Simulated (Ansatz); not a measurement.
The pair A = GaH3 (SMILES [GaH3]) (first 4 atoms), B = C2H6O (SMILES COC); geometry from B3LYP-D3(BJ)/def2-TZVP.
(charge 0, multiplicity 1):
```xyz
13

Ga     0.717     0.240     0.985
H      1.978    -0.697     1.120
H     -0.609    -0.376     0.377
H      0.901     1.806     0.934
C     -0.978     0.993     3.418
O      0.102     0.129     3.056
C     -0.042    -1.195     3.578
H     -1.048     1.054     4.506
H     -1.920     0.621     3.005
H     -0.754     1.972     3.004
H     -0.103    -1.153     4.668
H      0.839    -1.753     3.275
H     -0.940    -1.669     3.173
```

Frozen-core correlation. Filled d and f shells under p-block atoms count as core. MP2 and its Hartree–Fock in aug-cc-pVTZ are density fitted.

Programs: Ansatz (a quantum-chemistry and plane-wave program) with Gaussian orbitals. Each number belongs to the level named beside it.

The counterpoise-corrected interaction energy is E(AB) − E(A in the pair's basis) − E(B in the pair's basis). Total energies (hartree):

```json
[
 {"level": "HF/aug-cc-pVDZ", "AB": "-2079.0355569", "A in the pair's basis": "-1924.9261343", "B in the pair's basis": "-154.0859426"},
 {"level": "MP2/aug-cc-pVDZ", "AB": "-2079.6287290", "A in the pair's basis": "-1925.0071184", "B in the pair's basis": "-154.5919627"},
 {"level": "HF/aug-cc-pVTZ", "AB": "-2079.1498096", "A in the pair's basis": "-1924.9980907", "B in the pair's basis": "-154.1273848"},
 {"level": "MP2/aug-cc-pVTZ", "AB": "-2079.8622799", "A in the pair's basis": "-1925.0927973", "B in the pair's basis": "-154.7375741"},
 {"level": "CCSD(T)/aug-cc-pVDZ", "AB": "-2079.7072066", "A in the pair's basis": "-1925.0328913", "B in the pair's basis": "-154.6457198"}
]
```

Q: Work out the counterpoise-corrected interaction energy at the basis-set limit: extrapolate the MP2 correlation part as X⁻³, take Hartree–Fock from the larger set, and add the CCSD(T) − MP2 difference of aug-cc-pVDZ.

A: 
1. Differences (1 hartree = 627.509 kcal/mol): HF/aug-cc-pVDZ -14.734; MP2/aug-cc-pVDZ -18.604; HF/aug-cc-pVTZ -15.270; MP2/aug-cc-pVTZ -20.023; CCSD(T)/aug-cc-pVDZ -17.944.
2. Correlation parts, MP2 less HF: -3.870 in aug-cc-pVDZ (X = 2), -4.753 in aug-cc-pVTZ (X = 3).
3. Limit (3³·(-4.753) − 2³·(-3.870))/(3³ − 2³) = -5.125; with HF/aug-cc-pVTZ it gives -20.394.
4. CCSD(T) less MP2 in aug-cc-pVDZ: 0.660.
Result: -19.73 kcal/mol, against -18.60 at MP2/aug-cc-pVDZ. It is an estimate of this method's limit, not of the exact value.
